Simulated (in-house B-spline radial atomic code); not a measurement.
Ne⁷⁺: [He] 2s1

Method: non-relativistic HSE06, spin-polarised, spherical fractional occupations, exact exchange averaged over the configuration, point nucleus. Calculated with a radial B-spline atomic code at the basis-set limit.

Z_r = [3n² - l(l+1)]/(2<r>); Z_e = n√(-2ε); the last column is Slater's effective charge. Values are occupation-weighted means over spin.

```csv
shell,electrons,ε (eV),<r> (bohr),Z_r,Z_e,Slater
1s,2,-1101.5,0.1566,9.58,9.00,9.70
2s,1,-228.84,0.6865,8.74,8.20,8.30
```

The least bound orbital is 2s up at -228.8 eV, and it is also the most diffuse (<r> = 0.6865 bohr).

The density falls to 0.001 bohr⁻³ at 1.584 bohr; Σ<r²> = 0.61597 bohr² gives, by the non-relativistic formula and without the paramagnetism of open shells, a Langevin diamagnetic susceptibility of -0.4878×10⁻⁶ cm³/mol.
